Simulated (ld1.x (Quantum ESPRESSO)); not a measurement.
# Transferability test, ultrasoft potential for argon (Ar)

argon (Ar), ultrasoft, made with ld1.x (Quantum ESPRESSO) 7.5 (PBE, scalar-relativistic). Core [Ne], reference 3s2 3p4 (charge +2). Waves: 3s (bound): rcut 1.00, rcutus 1.20 bohr; 3s channel at -0.65 Ry: rcut 1.00, rcutus 1.20 bohr; 3p (bound): rcut 0.90, rcutus 1.05 bohr; 3p channel at -1.9 Ry: rcut 0.90, rcutus 1.05 bohr; 3d channel at 0.45 Ry: rcut 0.90, rcutus 1.20 bohr; 3d channel at 2.9 Ry: rcut 0.90, rcutus 1.20 bohr. Local part: all-electron potential smoothed inside 0.85 bohr (lloc = -1). Core correction: none. Augmentation charge: PSQ, inside the norm-conserving radii.

Energies are relative to the spin-unpolarised reference configuration 3s2 3p4; without spin polarisation the order of configurations can differ from experiment. The frozen-core shift is the all-electron ΔE with the core orbitals held at their reference shape minus the fully relaxed ΔE.

| valence configuration | charge | ΔE all-electron (eV) | error AE − PS (meV) | frozen-core shift (meV) |
| --- | --- | --- | --- | --- |
| 3s2 3p6 | 0 | -44.717 | +4.7 | +4.7 |
| 3s2 3p5 | +1 | -28.659 | +3.1 | +1.6 |
| 3s2 3p3 | +3 | 42.584 | -1.8 | +8.1 |
| 3s2 3p5.5 | +0.5 | -38.170 | +4.1 | +3.3 |
| 3s2 3p2 | +4 | 100.219 | +5.0 | +41 |

Task: What are ΔE and the potential's error for 3s1 3p6?

Result: ΔE = -14.043 eV all-electron; the error (AE − PS) is +4.8 meV.
